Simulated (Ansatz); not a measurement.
# GeH3 (SMILES [GeH3]): the vertical energy of the quartet above the doublet, rung by rung

The species is GeH3 (4 atoms), meant as a doublet with charge 0. SMILES: `[GeH3]`. The coordinates come from a PBE0-D4/def2-TZVP relaxation.

Quantity: the vertical energy of the quartet above the doublet, in eV. The values are calculated.

| level | kind | program | value (eV) | less FCI/STO-3G | CPU time (all runs) |
| --- | --- | --- | --- | --- | --- |
| UBLYP/STO-3G | GGA | Ansatz | 10.49 | -1.34 | 9.2 s |
| UPBE0/STO-3G | global hybrid | Ansatz | 11.17 | -0.66 | 3.8 s |
| U-wB97X/STO-3G | range-separated hybrid | Ansatz | 11.24 | -0.59 | 16 s |
| UB2PLYP/STO-3G | double hybrid | Ansatz | 11.61 | -0.22 | 3.4 s |
| RPA@PBE/STO-3G | RPA | Ansatz | 10.46 | -1.37 | 13 s |
| UBCCD(T)/STO-3G | coupled cluster or CI | Ansatz | 11.85 | +0.02 | 0.71 s |
| UCCSDT/STO-3G | coupled cluster or CI | Ansatz | 11.83 | 0.00 | 2.9 s |
| FCI/STO-3G | exact in the basis | Ansatz | 11.83 | 0.00 | 1.4 s |

FCI/STO-3G is exact within its basis and frozen core, so for wave-function methods in that basis the difference is their error; functionals converge differently with the basis, so for them it is only a difference. All-electron rows without a relativistic Hamiltonian named are non-relativistic. The values span 10.46 to 11.85 eV. All rows use very small basis sets, so even the best lies far from the true value. In the correlated wave-function rows the outer d shell of Ge is correlated, in sets not made for it. CPU times are rough (shared hosts, several kinds of processor): they show what a rung costs within a factor of a few.
